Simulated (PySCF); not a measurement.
PySCF was given this input:
```python
from pyscf import gto, scf, mp

mol = gto.Mole()
mol.atom = '''
    B    -0.53881916   -0.42376243   -0.39922151
    H    -1.29915208   -1.06948163   -1.02229106
    Si   -0.50989329    1.51893592   -0.68193225
    H     0.69813883    1.93285631   -1.41822402
    H    -0.49957545    2.29606250    0.56892354
    H    -1.63120384    2.07956562   -1.45491237
    Si    0.67340646   -1.38055700    0.81395148
    H     1.37715852   -0.55187919    1.80548217
    H     1.73826212   -2.06879737    0.06145749
    H     0.02128332   -2.43681887    1.60740271
'''
mol.basis = 'cc-pvdz'
mol.verbose = 4
mol.max_memory = 1800
mol.build()

mf = scf.RHF(mol)
mf.kernel()

pt = mp.MP2(mf, frozen=11)
pt.kernel()
print('E(MP2) = %.10f' % pt.e_tot)
```

Task: What SCF-reference HOMO energy does MP2/cc-pVDZ in PySCF give?

Result: -11.13 eV

Task: What is the computed SCF-reference dipole moment (MP2/cc-pVDZ)?

Result: 0.74 D

Task: Give the total energy at the level MP2/cc-pVDZ.

Result: -606.8540 Eh

Task: Give the nuclear repulsion energy at the level MP2/cc-pVDZ.

Result: 124.8911 Eh
